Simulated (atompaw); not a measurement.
# V (Z = 23): one change to a PAW (atompaw) potential, before and after

| Item | Value |
| --- | --- |
| Element | vanadium |
| Generator | atompaw 4.2.0.5 |
| Type | PAW |
| Functional | PBE |
| Relativity | scalar-relativistic |
| Frozen core | [Ne] |
| Valence charge | 13 |
| Reference configuration | 3s2 3p6 3d3 4s1 4p1 |
| Partial waves | 3s (bound): rc 1.30 bohr; 4s (bound): rc 1.75 bohr; 3p (bound): rc 1.70 bohr; 4p (bound): rc 2.05 bohr; 3d (bound): rc 2.30 bohr; 3d channel at 4.3 Ry: rc 2.30 bohr |
| Local potential | bessel scheme, radius 1.60 bohr |
| Core correction | smooth core density matched at 1.35 bohr |
| Augmentation charge | gaussian compensation charge, radius 2.00 bohr; PAW radius 2.30 bohr; waves and projectors: custom polynom2 7 10 vanderbiltortho |

Change: local potential ultrasoft scheme with l = 3 at 0 Ry, radius 1.60 bohr.

Cutoffs: the cutoffs (Ry, on a coarse ladder) from which the occupation-weighted sum of valence levels, in a spherical-Bessel basis at the reference potential, stays within 10 and 1 mRy of its value at 400 Ry; they do not see the model core or the augmentation charge, which bear on the density cutoff.

What does the change do?

The potential gets neither clearly harder nor softer (25 Ry and 100 Ry → 25 Ry and 100 Ry); the range in which the p phases agree narrows (upper end at the end of the scan → 1.0); neither file shows a bound ghost.

```tsv
quantity	base	changed
cutoff, loose	25 Ry	25 Ry
cutoff, tight	100 Ry	100 Ry
bound ghosts	none	none
s: phases at 2.32 bohr within 0.05 rad from the reference energy up to (Ry; the scan ends near 5)	to the end of the scan	to the end of the scan
p: phases at 2.32 bohr within 0.05 rad from the reference energy up to (Ry; the scan ends near 5)	to the end of the scan	1.0
d: phases at 2.32 bohr within 0.05 rad from the reference energy up to (Ry; the scan ends near 5)	0.4	0.9
lowest overlap eigenvalue by channel	s 0.81, p 0.82, d 0.88	s 0.80, p 0.76, d 0.88
```

 The cutoffs see the waves, projectors and local potential, not the compensation charge or the core.
